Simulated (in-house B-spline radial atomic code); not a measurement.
A fraction x of an electron is removed from 3p in the krypton ion Kr²⁺, starting from [Ar] 3d10 4s2 4p4 and keeping the highest spin. Method: non-relativistic LDA exchange-only, spin-polarised, spherical fractional occupations, point nucleus. Calculated with a radial B-spline atomic code at the basis-set limit.

```tsv
x	E(x) - E(0) (eV)	3p down level (eV)
0	0.0000	-215.988
0.11	23.9248	-219.013
0.17	37.1154	-220.673
0.26	57.0884	-223.176
0.5	?	?
0.56	125.3049	-231.628
0.72	?	?
0.78	176.9547	-237.930
0.94	215.3938	-242.565
1	230.0002	-244.315
```

Question: What belongs in the row x = 0.5?

Answer: An energy change of 111.4583 eV; 3p down at -229.925 eV.

Question: What belongs in the row x = 0.72?

Answer: An energy change of 162.7308 eV; 3p down at -236.203 eV.

Question: Check Janak's theorem between x = 0.11 and 0.17.

Answer: The slope of the energy is 219.84 eV; the orbital levels give 219.84 eV (-ε of the emptying orbital, averaged over the two points).
